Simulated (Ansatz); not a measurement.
C₁₂H₂₀Ge⁺, that is Ge(eta1-allyl)4 with one electron fewer. Total charge 1; doublet. Geometry r2SCAN-D4/def2-SVP, that of the neutral singlet; atoms count from 1.

```xyz
33

Ge    0.0817    0.0276    0.2848
C     0.8851    1.0480   -1.2096
C     0.5577    0.4863   -2.5500
C    -0.2441    1.0527   -3.4640
H     1.9754    1.0301   -1.0287
H     0.5467    2.0942   -1.1210
H     1.0047   -0.4907   -2.7864
H    -0.7129    2.0280   -3.2862
H    -0.4576    0.5614   -4.4174
C    -1.8933    0.1589    0.2694
C    -2.5087   -0.6088   -0.8494
C    -3.0965   -1.8097   -0.7397
H    -2.1352    1.2342    0.2134
H    -2.2390   -0.2110    1.2506
H    -2.4260   -0.1537   -1.8454
H    -3.1952   -2.3135    0.2292
H    -3.5018   -2.3270   -1.6140
C     0.7450    0.7794    1.9920
C     0.5079    2.2480    2.0638
C    -0.4817    2.8516    2.7394
H     1.8190    0.5316    2.0532
H     0.2246    0.2456    2.8059
H     1.1930    2.8749    1.4744
H    -1.1925    2.2771    3.3451
H    -0.6097    3.9375    2.7149
C     0.6196   -1.8725    0.1703
C     2.0953   -2.0062    0.0265
C     2.9587   -2.3120    1.0072
H     0.0779   -2.3066   -0.6873
H     0.2522   -2.3684    1.0852
H     2.5008   -1.7954   -0.9745
H     2.6134   -2.5316    2.0245
H     4.0356   -2.3601    0.8238
```

Question: Estimate the Mulliken populations of the heavy atoms from the PBE0/def2-SVP orbitals of Ansatz.

Answer: 
```tsv
atom	charge (e)	spin (α − β)
Ge1	0.53	0.06
C2	-0.21	0.04
C3	-0.12	0.00
C4	-0.04	0.18
C10	-0.19	0.06
C11	-0.11	0.02
C12	-0.04	0.18
C18	-0.19	0.04
C19	-0.12	0.01
C20	-0.04	0.16
C26	-0.19	0.07
C27	-0.12	-0.01
C28	-0.03	0.23
```
Mulliken values and Mayer orders depend strongly on the basis.

Question: Where does the spin sit?

Answer: Summed by element: Ge 0.06, C 0.98, H -0.04, of 1 unpaired in all. Largest on single atoms: C28 0.23, C12 0.18, C4 0.18.

Question: And the Mayer bond orders between bonded heavy atoms (over 0.3)?

Answer: Ge1–C2 0.91 (1.98 Å); Ge1–C10 0.90 (1.98 Å); Ge1–C18 0.92 (1.98 Å); Ge1–C26 0.89 (1.98 Å); C2–C3 1.07 (1.49 Å); C3–C4 1.84 (1.34 Å); C10–C11 1.10 (1.49 Å); C11–C12 1.82 (1.34 Å); C18–C19 1.08 (1.49 Å); C19–C20 1.83 (1.34 Å); C26–C27 1.09 (1.49 Å); C27–C28 1.80 (1.34 Å).
